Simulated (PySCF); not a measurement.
# Dipole moment and polarisability of `FC[C@H]1CCC(=S)C1`

Species: C6H9FS.
SMILES with atom numbers: `[F:1][CH2:2][C@H:3]1[CH2:4][CH2:5][C:6](=[S:7])[CH2:8]1` (hydrogens: H9, H10 on C2; H11 on C3; H12, H13 on C4; H14, H15 on C5; H16, H17 on C8)

Cartesian coordinates in Å at the GFN2-xTB level; atoms count from 1:
```xyz
17
C6H9FS angstrom
F      1.9182   -0.6025   -1.6720
C      2.0468   -0.1071   -0.3973
C      0.6799    0.1089    0.2383
C     -0.2091    1.0868   -0.5424
C     -1.6215    0.7621   -0.0573
C     -1.5835   -0.6905    0.3002
S     -2.8731   -1.6006    0.6551
C     -0.1684   -1.1675    0.2900
H      2.6001    0.8338   -0.4810
H      2.6359   -0.8393    0.1646
H      0.8432    0.4858    1.2527
H      0.0652    2.1261   -0.3689
H     -0.1224    0.8767   -1.6096
H     -1.8638    1.3306    0.8459
H     -2.3991    0.9774   -0.7898
H      0.0534   -1.8166    1.1372
H     -0.0088   -1.7521   -0.6225
```

Level: CAM-B3LYP/def2-SVPD (PySCF), static field, nuclei fixed, core orbitals frozen in the response. The polarisability tensor in these axes (au):

```
x   108.43  11.30  -7.39
y    11.30  90.66  -6.47
z    -7.39  -6.47  73.08
```

Q: What are the eigenvalues, a third of the trace, and Δα (Δα² = ½Σ(αi − αj)² over the three pairs)?

A: Principal values 70.55, 85.59 and 116.03 au; mean 90.72 au = 13.44 Å³ = 14.96 × 10⁻⁴⁰ C²·m²/J; Δα = 40.13 au (44 % of the mean).

Q: What is the dipole moment, and where does it point?

A: (2.50, 2.43, 0.91) D, 3.61 D in size, pointing from the negative to the positive side. Measured along this direction, the outermost atoms are S7 at the negative end and H9 at the positive end.

Q: What are the principal values of the traceless quadrupole moment, Θ = ½Σq(3rr − r²1), about the centre of nuclear charge?

A: -12.61, 4.31, 8.30 D·Å. The values depend on the origin, since the dipole doesn't vanish. The electronic extent ⟨r²⟩ about the same centre is 1369 bohr², a root-mean-square distance of 2.34 Å for the 70 electrons.

Q: How large is μ²/3kT at 250 K beside α?

A: In Gaussian units μ²/3kT = 125.84 Å³ against 13.44 Å³, a ratio of 9.36; the Debye molar polarisation (4π/3)N_A(α + μ²/3kT) is 351.4 cm³/mol, leaving out the vibrational part.

Q: Find the Langevin capture rate constant for NH4+ (18.034 u) meeting this molecule (132.041 u), k = 2.342 × 10⁻⁹ cm³/s × √(α in Å³ / reduced mass in u).

A: The reduced mass is 15.87 u, so k = 2.16 × 10⁻⁹ cm³/s. The formula leaves out the permanent dipole, which adds to the capture rate.

Q: Along which axes do the principal values lie, and how far do the nuclei extend along each?

A: Largest value along (0.87, 0.44, -0.22), where the nuclei span 6.09 Å; middle along (-0.48, 0.86, -0.16), 4.14 Å; least along (0.11, 0.25, 0.96), 2.96 Å. The response follows the extents in order.

The structure is a single GFN2-xTB conformer in the gas phase; no vibrational or solvent corrections.
